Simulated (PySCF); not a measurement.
## ZnO⁺: a composite coupled-cluster calculation

State: ²Π, doublet, unpaired electrons π ↑. De refers to Zn⁺ + O. ROHF-based CCSD(T) in PySCF 2.14 with Zn aug-cc-pVDZ-PP with ECP10, O aug-cc-pVDZ and Zn aug-cc-pVTZ-PP with ECP10, O aug-cc-pVTZ (frozen core orbitals: 5; scalar-relativistic core potentials). Correlation energies are extrapolated as n⁻³ (n = 2, 3), Hartree–Fock as (n+1)·exp(−9√n).

```tsv
Level	Re (Å)	ωe (cm⁻¹)	ωexe (cm⁻¹)	αe (cm⁻¹)	De (eV)
CCSD(T)/DZ	1.8052	616.3	5.69	0.00409	1.501
CCSD(T)/TZ	1.7930	628.4	5.36	0.00405	1.600
HF/CBS	1.7767	725.7	3.48	0.00294	-0.240
MP2/CBS	1.7664	685.8	3.87	0.00334	1.641
CCSD/CBS	1.7813	660.9	4.72	0.00367	1.426
CCSD(T)/CBS	1.7903	633.0	5.21	0.00398	1.652
```

**Question.** How much is left between CCSD(T)/TZ and the basis-set limit, and how much do the triples give at the limit?

**Answer.** CCSD(T)/CBS less CCSD(T)/TZ: -2.7 mÅ in Re, +4.6 cm⁻¹ in ωe and +0.052 eV in De. CCSD(T)/CBS less CCSD/CBS: +9.0 mÅ in Re, -27.9 cm⁻¹ in ωe and +0.226 eV in De.

The T1 diagnostic is 0.034. The state was picked by a PBE0 search and need not be the measured ground state. Spin–orbit coupling, excitations beyond (T) and corrections to the Born–Oppenheimer picture are left out.

The whole job (state search and all basis sets along the bond) took about 14 min on 4 threads of Intel Xeon 6975P-C (shared host), peak memory 14 GiB.
